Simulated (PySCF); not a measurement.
SMILES FC(C(=C=CC)F)(F)F, C₅H₄F₄

Geometry:
| atom | x (Å) | y (Å) | z (Å) |
| --- | --- | --- | --- |
| C1 | 2.298 | -0.365 | 0.498 |
| C2 | 1.293 | -0.164 | -0.591 |
| C3 | 0.093 | 0.334 | -0.437 |
| C4 | -1.117 | 0.801 | -0.272 |
| F5 | -1.435 | 2.096 | -0.359 |
| C6 | -2.321 | -0.046 | 0.038 |
| F7 | -1.996 | -1.332 | 0.102 |
| F8 | -3.260 | 0.104 | -0.897 |
| F9 | -2.864 | 0.307 | 1.204 |
| H10 | 3.220 | 0.195 | 0.274 |
| H11 | 1.914 | -0.039 | 1.473 |
| H12 | 2.577 | -1.429 | 0.564 |
| H13 | 1.591 | -0.463 | -1.607 |

Method: PySCF 2.14.0, TDDFT CAM-B3LYP/aug-cc-pVDZ circular dichroism and optical rotation, one conformer, gas phase. Geometry: PBE0-D3(BJ)/def2-SVP.

No stereocentre is labelled: unless the shape is locked (an allene, a helicene, a hindered biaryl), the mirror image is equally populated and a measured rotation or CD is zero.

(1) Draw the ECD and absorption spectra from the lowest 12 states, each a Gaussian of half-width 0.3 eV at 1/e height.

Answers

(1) 
| E (eV) | λ (nm) | Δε (L mol⁻¹ cm⁻¹) | ε (L mol⁻¹ cm⁻¹) |
| --- | --- | --- | --- |
| 4.83 | 257 | -0.06 | 2.11 |
| 4.93 | 251 | -0.15 | 5.75 |
| 5.03 | 246 | -0.33 | 12.5 |
| 5.13 | 242 | -0.58 | 21.8 |
| 5.23 | 237 | -0.81 | 30.4 |
| 5.33 | 233 | -0.90 | 34 |
| 5.43 | 228 | -0.81 | 30.4 |
| 5.53 | 224 | -0.58 | 21.8 |
| 5.63 | 220 | -0.34 | 12.5 |
| 5.73 | 216 | -0.19 | 5.87 |
| 5.83 | 213 | -0.15 | 2.44 |
| 5.93 | 209 | -0.22 | 1.3 |
| 6.03 | 206 | -0.34 | 1.34 |
| 6.13 | 202 | -0.45 | 2 |
| 6.23 | 199 | -0.47 | 4.15 |
| 6.33 | 196 | -0.33 | 13 |
| 6.43 | 193 | +0.01 | 47.2 |
| 6.53 | 190 | +0.60 | 163 |
| 6.63 | 187 | +1.47 | 511 |
| 6.73 | 184 | +2.38 | 1410 |
| 6.83 | 181 | +2.78 | 3330 |
| 6.93 | 179 | +2.08 | 6640 |
| 7.03 | 176 | +0.19 | 11200 |
| 7.13 | 174 | -2.15 | 16300 |
| 7.23 | 171 | -3.81 | 21800 |
| 7.33 | 169 | -3.94 | 28900 |
| 7.43 | 167 | -2.49 | 38400 |
| 7.53 | 165 | -0.20 | 48000 |
| 7.63 | 162 | +1.65 | 52800 |
| 7.73 | 160 | +1.96 | 49000 |
| 7.83 | 158 | +0.35 | 38300 |
| 7.93 | 156 | -2.76 | 25900 |
| 8.03 | 154 | -6.43 | 16400 |
| 8.13 | 152 | -9.42 | 11000 |
| 8.23 | 151 | -10.64 | 8540 |

Δε uses R in velocity form, ε uses f in length form. Only the states computed contribute, so the short-wavelength end is incomplete.
